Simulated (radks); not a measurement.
H I, 1 electrons, occupied as 1s1. Method: scalar-relativistic Kohn-Sham, PBE, spin-polarised, spherical densities, point nucleus; open shells are filled with parallel spins first; hard spherical wall at 3.5 bohr; computed with a radial shooting solver on a logarithmic mesh with Libxc functionals. Some entries of the table are withheld. Estimate them.

orbital,occ.,eigenvalue (hartree),r(max) (bohr),<r^2> (bohr^2)
1s up,1,(1),0.9586,1.988
2p up,0,0.52862,1.968,4.113
2s up,0,0.92839,(2),4.276

Answer. 
(1) 1s up eigenvalue (hartree): -0.19927
(2) 2s up r(max) (bohr): 2.428
